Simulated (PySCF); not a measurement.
Nickel: a sound run and one with changed settings

Sound run: Ni+ [Ar] 3d9, Ni(2+) [Ar] 3d8. All numbers are calculated (PySCF 2.14, scalar relativity by spin-free X2C-1e, in x2c-SVPall (5s3p3d1f, 36 functions)). In the sound run the correlated levels freeze [Ar]. The sound run starts from symmetry-adapted Hartree-Fock orbitals and uses a fine grid where one is needed.

Changed run: basis STO-3G, all-electron and non-relativistic. This setting is unsound on purpose.

```
species  method  sound run (hartree)  changed run (hartree)  converged
    Ni+     UHF          -1518.53264            -1488.44114        yes
    Ni+  M06-2X          -1520.01554            -1489.50261        yes
    Ni+    TPSS          -1520.04265            -1489.53815        yes
    Ni+     MP2          -1518.78117            -1488.43990        yes
 Ni(2+)     UHF          -1517.98015            -1489.01883        yes
 Ni(2+)  M06-2X          -1519.34490            -1489.99277        yes
 Ni(2+)    TPSS          -1519.36411            -1490.04152        yes
 Ni(2+)     MP2          -1518.12967            -1489.01991        yes
```

Ionisation energy of Ni+:

```json
{"method": "UHF", "sound run (eV)": "15.034", "changed run (eV)": "-15.720"}
{"method": "M06-2X", "sound run (eV)": "18.249", "changed run (eV)": "-13.338"}
{"method": "TPSS", "sound run (eV)": "18.464", "changed run (eV)": "-13.697"}
{"method": "MP2", "sound run (eV)": "17.728", "changed run (eV)": "-15.783"}
{"method": "SCS-MP2", "sound run (eV)": "17.437", "changed run (eV)": "-15.783"}
```

A minimal basis cannot let orbitals breathe on ionisation and holds almost no correlation. The Hamiltonian changed with the basis, so the totals do not compare. A negative ionisation energy or a positive MP2 energy shows that the occupation asked for is not the lowest one in this basis.

For comparison, NIST gives 18.169 eV between the lowest levels.
